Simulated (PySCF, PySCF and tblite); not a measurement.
A run on one conformer of C₃H₉Cl₂P₃Si, numbered as in [PH2:1][Si:2]([PH2:3])([PH2:4])/[CH:5]=[CH:6]\[CH:7]([Cl:8])[Cl:9], from an ensemble study. The sound level was KT3/6-31G* on GFN2-xTB geometries.

Input:

```
{"job": {"xc": "KT3", "basis": "6-31G*", "scf": {"max_cycle": 64}, "kind": "nmr", "pop": false}, "charge": 0, "multiplicity": 2}
P     -0.896137    -1.001499     1.837811
Si    -0.782361     0.009834    -0.193603
P     -0.858177    -1.671280    -1.720297
P     -2.380646     1.579672    -0.641800
C      0.796892     1.031579    -0.484080
C      2.043444     0.707696    -0.168807
C      2.451526    -0.526032     0.555630
Cl     1.981136    -0.383470     2.276362
Cl     1.691063    -1.986520    -0.123829
H     -2.282583    -1.116482     1.763557
H     -0.992052     0.188183     2.543993
H      0.038193    -1.063391    -2.580144
H     -1.943961    -1.153644    -2.410920
H     -3.435077     0.700935    -0.475353
H     -2.473211     2.027591     0.663986
H      0.637397     1.975025    -0.990940
H      2.865572     1.373577    -0.401223
H      3.530224    -0.685458     0.538000
```

Command: OMP_NUM_THREADS=1 python ens_run.py task.json out

Output:

```
RuntimeError: Electron number 120 and spin 1 are not consistent
Note mol.spin = 2S = Nalpha - Nbeta, not 2S+1
```

**Question.** What is wrong with this calculation?

**Answer.** The setting at fault: wrong multiplicity. The input was rejected before any iteration.
